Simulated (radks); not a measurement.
Results of a calculation; reference values are marked as such.
Initial-state core-level shifts of the phosphorus ion P+ when its valence configuration changes from [Ne] 3s2 3p2. Level of theory: scalar-relativistic Kohn-Sham, PBE, spin-polarised, spherical densities, point nucleus; open shells are filled with parallel spins first (a radial shooting solver on a logarithmic mesh with Libxc functionals). Shifts are changes of the shell-averaged eigenvalues in eV (positive: less bound).

| valence | 1s | 2s | 2p |
|---|---|---|---|
| 3s1.5 3p2.5 | -0.451 | -0.464 | -0.456 |
| 3s1 3p3 | -0.758 | -0.802 | -0.784 |
| 3p4 | -2.959 | -2.906 | -2.877 |
| 3s0.5 3p3.5 | -1.929 | -1.916 | -1.894 |
